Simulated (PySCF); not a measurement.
Stepwise substitution at one centre (In C2H5-I). Gas-phase values, no solvent. One relaxed conformer stands for each flexible species; it need not be the lowest. Strings in code marks are SMILES.

The HOMO from two functionals at the same geometries (CAM-B3LYP-D3(BJ)/def2-SVP), both in PySCF: PBE-D3(BJ)/def2-TZVP and TPSSh-D3(BJ)/def2-TZVP. 

```tsv
species	PBE-D3(BJ)/def2-TZVP (eV)	TPSSh-D3(BJ)/def2-TZVP (eV)
0 of 3 C2H5 replaced by I	-5.33	-5.82
1 of 3 C2H5 replaced by I	-5.71	-6.20
2 of 3 C2H5 replaced by I (`C[CH2][In]([I])[I]` (C–C–In–I torsion 179°))	-6.30	-6.83
3 of 3 C2H5 replaced by I	-6.71	-7.26
```

Over these rows, drawn at random from the members with no instability flagged (it was tested for open shells, ions and some series alone), PBE minus TPSSh-D3(BJ): mean +0.51 eV, from +0.49 eV to +0.55 eV.
